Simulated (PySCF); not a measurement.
Here is a job for PySCF.
```python
from pyscf import gto, scf, mp

mol = gto.M(
    atom='''
N    -1.62579543   -0.39223561    0.32389398
Si    0.00678283   -0.01584632   -0.02667791
O     0.15160035    1.19118861   -1.09394970
O     0.87561401   -1.26695771   -0.55805838
F     0.62124204    0.48100088    1.37992041
H    -1.80161194   -0.95929876    1.13650394
H    -2.21464231   -0.69352764   -0.43425094
H    -0.26657387    2.02708298   -0.90986608
H     1.75954311   -1.12961394   -0.88937291
''',
    basis='def2-svp',
    verbose=4,
    max_memory=1800,
)

mf = scf.RHF(mol)
mf.kernel()

pt = mp.MP2(mf, frozen=9)
pt.kernel()
print('E(MP2) = %.10f' % pt.e_tot)
```

What is the computed SCF-reference Mulliken (on the basis functions themselves) charges in atom order (MP2/def2-SVP (PySCF))?

N1 -0.54, Si2 1.36, O3 -0.55, O4 -0.54, F5 -0.49, H6 0.15, H7 0.15, H8 0.22, H9 0.23

Give the SCF-reference HOMO-LUMO gap at the level MP2/def2-SVP.

16.08 eV

Predict the SCF-reference dipole moment from MP2/def2-SVP.

1.40 D

What is the computed MP2 correlation energy (MP2/def2-SVP)?

-0.8149 Eh
